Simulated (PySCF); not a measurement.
AsH from Hartree–Fock to correlated methods

State: ³Σ⁻ (triplet), unpaired electrons π ↑↑. Set-up: As aug-cc-pVDZ-PP with ECP10, H aug-cc-pVDZ; scalar-relativistic core potentials (PySCF 2.14). De refers to As + H in their high-spin ground configurations, without counterpoise correction. The functionals are run spin-unrestricted. A positive dipole means As(−)H(+).

```
      Level  Re (Å)  ωe (cm⁻¹)  De (eV)  μ (D)
        UHF   1.520       2270     1.83   0.24
    UHF-MP2   1.527       2211     2.45    n/a
UHF-SCS-MP2   1.530       2192     2.55    n/a
   UHF-CCSD   1.536       2144     2.61    n/a
UHF-CCSD(T)   1.538       2128     2.64    n/a
        PBE   1.556       2067     2.88   0.03
     revPBE   1.558       2061     2.81   0.02
       BP86   1.556       2061     3.06   0.03
     r²SCAN   1.536       2149     2.91   0.13
       PBE0   1.539       2156     2.83   0.11
     B2PLYP   1.536       2159     2.83   0.11
```

(1) Which functional lies closest to UHF-CCSD(T) in De, which farthest, and by how much do they differ from it?

(2) What does the step from GGA to meta-GGA do here, going from PBE to r²SCAN?

(3) What does the triples do here, going from UHF-CCSD to UHF-CCSD(T)?

Correlated steps freeze 4 core orbitals. Correlated levels converge slowly with the basis: in double zeta they bind strong bonds too weakly, by up to about 1 eV, and carry superposition errors of some tenths. Spin–orbit coupling is left out. B2PLYP dipoles, levels and charges come from its SCF part alone. The state is the lowest determinant that a PBE0 search found; another state may lie lower at other levels.

Results:

(1) Closest is revPBE (+2.0 pm in Re, -3.1 % in ωe, +0.17 eV in De against UHF-CCSD(T) in the same basis), farthest BP86 (+1.8 pm in Re, -3.1 % in ωe, +0.42 eV in De). CCSD(T) converges more slowly with the basis than the functionals do and binds too weakly in this one, so the order can change at the basis-set limit.

(2) r²SCAN less PBE: -2.0 pm in Re, +4.0 % in ωe, +0.03 eV in De. 

(3) UHF-CCSD(T) less UHF-CCSD: +0.2 pm in Re, -0.7 % in ωe, +0.03 eV in De. Correlation nearly always deepens the well. The bond lengthens, as in strong covalent bonds, where excitations into antibonding orbitals dominate.
